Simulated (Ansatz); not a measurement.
Program: Ansatz. Geometries: PBE0-D4/def2-TZVP. ΔE: electronic, gas phase. CBS: MP2 limit from def2 TZ/QZ plus the TZ coupled-cluster correction, frozen cores. Functionals use def2-TZVPP. For Br outer-core shells are correlated without core-valence functions, which leaves a few kJ/mol of doubt a bond. Scalar relativity is left out up to krypton. One conformer a species, not always the lowest.

`[SH][Al]([Br])[Br]` + `CN(C)[SiH](N)F` → `C[N](C)[Al]([SH])[Br]` + `N[SiH](F)Br`  (redistribution)

```csv
species,ωB97M-V energy (Eh)
`[SH][Al]([Br])[Br]`,-5789.42392
`CN(C)[SiH](N)F`,-580.59343
`C[N](C)[Al]([SH])[Br]`,-3349.92568
`N[SiH](F)Br`,-3020.07617
```

Task: Work out ΔE.

Result: ΔE = (-3349.92568) + (-3020.07617) − (-5789.42392) − (-580.59343) = 0.01550 Eh = +40.7 kJ/mol. CCSD(T)/CBS gives +41.5 kJ/mol.

Largest T1 diagnostic among the species: 0.011.

In def2-TZVPP, CCSD(T) changes the Hartree–Fock value by −8.6 kJ/mol (the triples alone add −1.4 kJ/mol) and MP2 by −10.3 kJ/mol. From PBE to PBE0 (25 % exact exchange), in def2-TZVPP and without D4, ΔE moves by +4.3 kJ/mol.
